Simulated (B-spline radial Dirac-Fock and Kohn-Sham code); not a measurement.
## X-ray lines that fill the 3d5/2 vacancy in Tb²⁺

System: terbium as Tb²⁺, configuration [Xe] 4f9.

Input of the calculation (task.json; shells as n, l, electrons):

```json
{"items": [{
  "Z": 65,
  "q": 2,
  "cfg": [[1, 0, 2], [2, 0, 2], [2, 1, 6], [3, 0, 2], [3, 1, 6], [3, 2, 10], [4, 0, 2], [4, 1, 6], [4, 2, 10], [4, 3, 9], [5, 0, 2], [5, 1, 6]],
  "A": 159,
  "rrms": 5.06,
  "do": ["binding", "quiet", "decay"],
  "holes": ["K", "L1", "L2", "L3", "M1", "M2", "M3", "M4", "M5", "N1", "N2", "N3", "N4", "N5"]
}]}
```

Command: `python xray_run.py task.json out`

Model: one-electron (LDA, Dirac) transition rates at Dirac-Fock energies. Program: a radial atomic solver.

```csv
line,multipole,energy (eV),width (meV),share (%)
M5-N3,E1,949.1,0.661,7.31
M5-O3,E1,1216.0,0.0912,1.01
M5-N6,E1,1237.0,0.404,4.47
M5-N7,E1,1237.8,7.89,87.2
```

The listed lines hold 100.0 % of the radiative rate. The radiative width is 0.00905 eV in the length form and 0.00917 eV in the velocity form; the two differ because the transition energies are not eigenvalue differences of the potential that gave the orbitals.
